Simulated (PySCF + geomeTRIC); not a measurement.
Species: H₃BO₂S, SMILES `OB(O)S` (charge 0, multiplicity 1).

Question: Give a relaxed geometry from CAM-B3LYP-D3(BJ)/def2-TZVP run with PySCF + geomeTRIC.

Answer: This is not unique; one that fits is the end point of this relaxation, one of several conformers (outside a Z-matrix the atoms follow the SMILES, hydrogens last).
Bonded distances (Å): O1–B2 1.363, O1–H5 0.958, B2–O3 1.354, B2–S4 1.828, O3–H6 0.962, S4–H7 1.339. Bond angles (°): B2–O1–H5 116.3, O1–B2–O3 119.1, O1–B2–S4 125.4, O3–B2–S4 115.6, B2–O3–H6 112.8, B2–S4–H7 97.3.
